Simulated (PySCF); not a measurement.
**Magnetisability: `InChI=1S/C6H3F4/c7-5-3-4(5)1-2-6(8,9)10/h1-3H/q+1/b2-1-`, charge +1**

Geometry (Å), atoms numbered from 1 in this order:
```xyz
13

F     3.3580   -1.3203    0.7154
C     2.3388   -0.6430    0.4093
C     1.7835    0.5427    0.0065
C     0.9541   -0.5670    0.2407
C    -0.3230   -1.1699    0.2781
C    -1.4531   -0.4983   -0.0106
C    -1.4613    0.9702   -0.3995
F    -2.6751    1.4189   -0.6316
F    -0.9061    1.7162    0.5702
F    -0.7120    1.1705   -1.4964
H     1.8856    1.5722   -0.2810
H    -0.3683   -2.2163    0.5571
H    -2.4256   -0.9753    0.0241
```

Total charge +1.

Computed, not measured: GIAO B97-2/pcSseg-1 magnetisability, rotational g tensor and spin-rotation constants, non-relativistic, gas phase in PySCF. Geometry: GFN2-xTB.

For an ion the centre-of-mass motion in the field is neglected.

Question: How diamagnetic is it, and how anisotropic?

Answer: Isotropic -1003 × 10⁻³⁰ J/T², or -60.4 × 10⁻⁶ cm³/mol; principal values -1310, -858, -841 × 10⁻³⁰ J/T², anisotropy 461 × 10⁻³⁰ J/T² (root of half the summed squared differences of the principal values). The susceptibility is in cgs units.

Question: Split it along the inertial axes a, b, c into diamagnetic and paramagnetic parts about the centre of mass, with the quadrupole moment.

Answer: 
| axis | χ (10⁻⁶ cm³/mol) | diamagnetic (10⁻⁶ cm³/mol) | paramagnetic (10⁻⁶ cm³/mol) | summed x² of all electrons (Å²) | quadrupole Θ (D Å) |
| --- | --- | --- | --- | --- | --- |
| a | -51.1 | -403.9 | 352.7 | 334.8 | +9.85 |
| b | -51.2 | -1554.4 | 1503.2 | 63.6 | +5.79 |
| c | -78.9 | -1689.8 | 1611.0 | 31.6 | -15.63 |

Anisotropies 2χaa − χbb − χcc = +27.8 and 2χbb − χaa − χcc = +27.7 × 10⁻⁶ cm³/mol. Θ is traceless in Buckingham's convention.

Question: And the rotational g tensor?

Answer: 
```csv
axis,rotational constant (GHz),g,nuclear part,electronic part
a,3.5769,-0.0483,0.5445,-0.5928
b,0.7012,-0.0087,0.4866,-0.4952
c,0.6526,+0.0043,0.4982,-0.4939
```
Asymmetric top; isotopes 12C, 19F, 1H; no vibrational averaging.
